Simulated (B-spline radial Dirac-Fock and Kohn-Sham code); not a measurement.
## Relativistic shifts of the levels of Mo²⁶⁺

System: molybdenum as Mo²⁶⁺ in the configuration 1s2 2s2 2p6 3s2 3p4.

Both columns are ΔSCF binding energies of the configuration average from an atomic code on a B-spline grid: non-relativistic Hartree-Fock with a point nucleus, and Dirac-Fock with a finite nucleus and the Coulomb interaction alone, averaged over the two j levels with weights 2j+1.

```
shell  Hartree-Fock (eV)  Dirac-Fock (eV)  shift (eV)  shift (%)
   1s            20821.0          21319.9     +498.95      +2.40
   2s             3972.8           4097.1     +124.30      +3.13
   3s             1459.2           1492.7      +33.49      +2.30
   3p             1381.2           1393.9      +12.63      +0.91
```

Relativity binds 1s, 2s, 3s, 3p more strongly, among those listed most of all 2s in relative terms.

Values without a named source are computed, but for edge energies of neutral atoms, which are taken from tables.
